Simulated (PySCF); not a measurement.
Species: C6H11NSi.
Geometry (GFN2-xTB, Å), atoms numbered from 1 in this order:
```
atom  x, y, z in Å
C1    -3.1223    0.3094    0.2118
C2    -2.2770    0.1059   -1.0461
C3    -0.8532   -0.2508   -0.7213
N4    -0.4498   -1.4046   -1.0040
C5    -0.0375    0.8537   -0.0619
C6     1.3361    0.4577    0.1599
C7     2.4589    0.0445    0.3098
Si8    4.1802   -0.5676    0.5623
H9    -2.8125    1.1960    0.7611
H10   -3.0375   -0.5558    0.8656
H11   -4.1674    0.4312   -0.0622
H12   -2.2980    1.0162   -1.6507
H13   -2.6942   -0.7124   -1.6334
H14    0.5210   -1.5987   -0.7600
H15   -0.0717    1.7456   -0.6963
H16   -0.5012    1.1061    0.8970
H17    4.3082   -1.8529   -0.1296
H18    4.3979   -0.7310    2.0022
H19    5.1102    0.4168    0.0034
```

Computed at PBE0/pcSseg-1 (PySCF, non-relativistic), with Q(14N) = 0.02044 b: N4, 14N (I = 1): χzz = -4.741 MHz, η = 0.416.

(1) Find the zero-field quadrupole resonance frequencies of 14N at N4.

## Answers

(1) From ν± = (3/4)|χ|(1 ± η/3) and ν0 = |χ|η/2: ν+ 4.049 MHz, ν− 3.063 MHz, ν0 0.985 MHz (imine nitrogen).

In a crystal, neighbours and librations shift these lines. Geometry: GFN2-xTB, one conformer, isolated molecule. GFN2-xTB frequencies show an imaginary mode (22i cm⁻¹), so this geometry is no minimum at that level. GFN2-xTB bond lengths can be off by several hundredths of an ångström, more for odd bonds, and the gradients follow them. The basis is small and wasn't made for field gradients, so the couplings can be 20 % off.

These values come from a run that also computed NMR shieldings. On one thread, Arm Neoverse V2 (aarch64), on a shared host, this took 39 s wall (with the writing of density and orbital grids) and 0.87 GiB of memory at its peak.
